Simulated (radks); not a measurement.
Values are calculated unless marked as measured or tabulated.
The oxygen anion O-, [He] 2s2 2p5, held by a Watson sphere: a shell of charge +1 at radius R that stands for the Madelung well of a crystal (potential energy -1/R inside, -1/r outside, in hartree with lengths in bohr). Level of theory: non-relativistic Kohn-Sham, PBE, spin-polarised, spherical densities, point nucleus; open shells are filled with parallel spins first (a radial shooting solver on a logarithmic mesh with Libxc functionals). Response by self-consistent Sternheimer equations with the Hartree and adiabatic LDA kernel. The sphere does not respond.

| R (bohr) | e(2s down) (eV) | e(2p up) (eV) | e(2p down) (eV) | <r> 2p (bohr) | sum of <r^2> (bohr^2) | X-ray form factor at sin(theta)/lambda = 0.3 1/angstrom | alpha (bohr^3) |
|---|---|---|---|---|---|---|---|
| 1.93 | -21.993 | -8.715 | -7.435 | 1.413 | 16.29 | 4.145 | 10.01 |
| 2.46 | -20.586 | -7.469 | -6.215 | 1.479 | 17.66 | 4.097 | 13.47 |
| 2.68 | -20.096 | -7.015 | -5.765 | 1.502 | 18.14 | 4.088 | 15.10 |
| 2.86 | -19.730 | -6.671 | -5.423 | 1.519 | 18.51 | 4.084 | 16.51 |
| 3.19 | -19.133 | -6.100 | -4.852 | 1.549 | 19.13 | 4.080 | 19.26 |
| 3.57 | -18.543 | -5.530 | -4.279 | 1.579 | 19.76 | 4.078 | 22.70 |
| 3.76 | -18.281 | -5.275 | -4.022 | 1.593 | 20.05 | 4.077 | 24.53 |
